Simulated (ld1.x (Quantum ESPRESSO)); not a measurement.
## Varying the ultrasoft potential for F

Base potential:

F (Z = 9), ultrasoft, made with ld1.x (Quantum ESPRESSO) 7.5 (PBEsol, non-relativistic). Core [He], reference 2s2 2p4 (charge +1). Waves: 2s (bound): rcut 0.60, rcutus 0.75 bohr; 2s channel at -2.85 Ry: rcut 0.60, rcutus 0.75 bohr; 2p (bound): rcut 1.40, rcutus 1.65 bohr; 2p channel at -1.7 Ry: rcut 1.40, rcutus 1.65 bohr. Local part: all-electron potential smoothed inside 1.60 bohr (lloc = -1). Core correction: a·sin(br)/r model core, default radius (core density twice the valence density). Augmentation charge: built from norm-conserving waves at rcut, not smoothed further.

Cutoffs, loose and tight: the cutoffs (Ry, on a coarse ladder) from which the occupation-weighted sum of valence levels, in a spherical-Bessel basis at the reference potential, stays within 10 and 1 mRy of its value at 400 Ry. They do not see the model core or the augmentation charge, which bear on the density cutoff. Test errors are all-electron minus pseudo excitation energies from the reference, over the configurations 2s2 2p5; 2s2 2p3; 2s2 2p2; 2s1 2p6; 2s2 2p4.5; 2s1 2p5; 2s2 2p5.3. A dash means not determined; rows that change the core or the reference have their own tests.

Cutoffs are not given where the Bessel-basis levels miss the radial ones by over 6 mRy, ghosts where they miss by over 20 mRy; a channel whose overlap is not positive is not tested.

A file whose overlap is not positive is unfit for use, and its test errors describe a broken file.

| change | outcome | cutoff, loose | cutoff, tight | bound ghosts | largest test error (meV) |
| --- | --- | --- | --- | --- | --- |
| base | generated, overlap not positive | – | – | not determined (overlap not positive) | +499 |
| all radii but the core radius scaled by about 0.78 (s 0.58, p 1.28 bohr, rcut 0.46/1.08); local potential all-electron potential smoothed inside 1.24 bohr (lloc = -1) | generated | 110 Ry | 200 Ry | none | +149 |
| all radii but the core radius scaled by about 0.83 (s 0.62, p 1.38 bohr, rcut 0.50/1.16); local potential all-electron potential smoothed inside 1.34 bohr (lloc = -1) | generated | 90 Ry | 160 Ry | none | +256 |
| all radii but the core radius scaled by about 0.92 (s 0.70, p 1.52 bohr, rcut 0.56/1.28); local potential all-electron potential smoothed inside 1.48 bohr (lloc = -1) | generated, overlap not positive | – | – | not determined (overlap not positive) | +380 |
| all radii but the core radius scaled by about 1.10 (s 0.82, p 1.82 bohr, rcut 0.66/1.54); local potential all-electron potential smoothed inside 1.76 bohr (lloc = -1) | generated | 25 Ry | 45 Ry | none | +875 |
| all radii but the core radius scaled by about 1.23 (s 0.92, p 2.02 bohr, rcut 0.74/1.70); local potential all-electron potential smoothed inside 1.96 bohr (lloc = -1) | generated | 35 Ry | 55 Ry | none | +3030 |
| all radii but the core radius scaled by about 1.39 (s 1.04, p 2.30 bohr, rcut 0.84/1.94); local potential all-electron potential smoothed inside 2.22 bohr (lloc = -1) | failed: run_pseudo: Errors in PS-KS equation | – | – | – | – |

(1) What comes out with this change to the base: all radii but the core radius scaled by about 1.28 (s 0.96, p 2.10 bohr, rcut 0.76/1.78); local potential all-electron potential smoothed inside 2.04 bohr (lloc = -1)?

Results:

(1) outcome: generated; bound ghosts: not determined; largest test error (meV): -1797.

Reading the sweep of the scale of all radii but the core radius (base = 1) (base included, trends over the rows without a ghost): The loose cutoff is not monotonic: lowest 25 Ry at 1.1, highest 110 Ry at 0.78. The median size of the test errors (rows with all tests solved) rises from 21.0 meV at 0.78 to 290.7 meV at 1.23. More of the atom is replaced by a form fitted at one configuration, so other configurations suffer as the radius grows. The generation fails at 1.39.
